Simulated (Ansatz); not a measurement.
System: LaCl2 (charge +1, singlet). 
Coordinates optimised at B3LYP-D3(BJ)/def2-TZVP (Ansatz, a program for electronic structure):
```xyz
3

La     0.3406    -0.0286     0.4362
Cl     1.0190     0.4048    -1.9492
Cl    -2.1609    -0.3090     0.4867
```
Charge +1, spin multiplicity 1.

Quantity: vertical electron affinity (to the doublet state of charge +0; a negative value means that the extra electron is unbound and the number depends on the basis; each state is the SCF solution reached for its spin), in eV. Valence correlation only, unless marked. UHF or UKS for open shells. Spin-orbit coupling is left out. Frozen are the shells of the preceding noble gas and the d and f shells that filled before the atom's block. Past Kr the def2 sets carry scalar-relativistic core potentials. CBS marks a two-point X^-3 extrapolation of the correlation energy; Hartree-Fock from the larger set. [CCSD(T)-MP2]/basis is that difference in the basis named.

```json
[
 {"level": "wB97X/def2-TZVPD", "program": "Ansatz", "vertical electron affinity (eV)": "5.74"},
 {"level": "MP2/def2-TZVPPD", "program": "Ansatz", "vertical electron affinity (eV)": "5.60"},
 {"level": "RI-MP2/def2-QZVPPD", "program": "Ansatz", "vertical electron affinity (eV)": "5.61"},
 {"level": "RI-MP2/CBS(def2-TZVPPD,def2-QZVPPD)", "program": "Ansatz", "vertical electron affinity (eV)": "5.62"}
]
```

Problem. What does RI-MP2/CBS(def2-TZVPPD,def2-QZVPPD)+[CCSD(T)-MP2]/def2-TZVPPD (Ansatz) give?

Solution. 5.66 eV, so RI-MP2/CBS(def2-TZVPPD,def2-QZVPPD) differs from it by -0.04 eV.
